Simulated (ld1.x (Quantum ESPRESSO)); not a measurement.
**Pseudopotential generation for C: PAW, PBE, scalar-relativistic.**

ld1.x (Quantum ESPRESSO) 7.5 input, shortened:

```
&input
   title='C', zed=6., rel=1, dft='PBE', iswitch=3,
   config='[He] 2s2 2p0.5'
 /
 &inputp
   pseudotype=3, lpaw=.true., tm=.true., lloc=-1, rcloc=2.45,
   nlcc=.false.,
   which_augfun='GAUSS', rmatch_augfun=0.90
 /
4
2S  1  0   2.00   0.00  0.90  1.25  0.0
2S  1  0   0.00  -1.40  0.90  1.25  0.0
2P  2  1   0.50   0.00  2.10  2.70  0.0
2P  2  1   0.00   2.30  2.10  2.70  0.0
 &test
   configts(1)='2s2 2p0.5'
 /
```

Task: Does the generator finish with these settings?

Result: Yes, a potential is produced and its reference levels are reproduced.

Task: Is the overlap operator S = 1 + Σ q|β⟩⟨β| positive definite (Bessel basis up to 400 Ry)?

Result: No: its lowest eigenvalue is -0.190, in the s channel, so the generalised eigenproblem breaks down once the basis is large enough.

Its largest configuration-test error is +163 meV (2s2 2p2). Test run stopped at test 3 of 7 (negative rho).

The ghost test of this file was not conclusive. Its overlap operator is not positive definite in a basis up to 400 Ry (lowest eigenvalue s -0.19), so the file is unfit for use: the generalised eigenproblem breaks down once the basis is large enough, and its test numbers describe a broken file.
